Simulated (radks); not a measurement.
Coulomb parameter of the 5d shell of the mercury ion Hg2+ in the model configuration [Xe] 4f14 5d9 6s1, as a second difference U = [E(n + 0.25) + E(n - 0.25) - 2 E(n)] / (0.25)^2 with all orbitals relaxed. "Bare": the charge of the atom changes with n. "Screened": the 6s shell takes up the change at fixed total charge, which measures U(5d,5d) + U(6s,6s) - 2 U(5d,6s). Calculated with a radial shooting solver on a logarithmic mesh with Libxc functionals: scalar-relativistic Kohn-Sham, SCAN, spin-unpolarised, spherical densities, finite nucleus; meta-GGA in the generalised Kohn-Sham scheme; Fermi nuclear charge, rms radius 5.4648 fm.

| case | configuration | E - E(n) (eV) |
|---|---|---|
| start | [Xe] 4f14 5d9 6s1 | 0.000 |
| bare +0.25 | [Xe] 4f14 5d9.25 6s1 | -7.572 |
| bare -0.25 | [Xe] 4f14 5d8.75 6s1 | 8.406 |
| screened +0.25 | [Xe] 4f14 5d9.25 6s0.75 | -1.735 |
| screened -0.25 | [Xe] 4f14 5d8.75 6s1.25 | 1.793 |

U(bare) = 13.334 eV, U(screened by 6s) = 0.934 eV, against the Slater integral F0(5d,5d) = 17.494 eV with frozen orbitals.
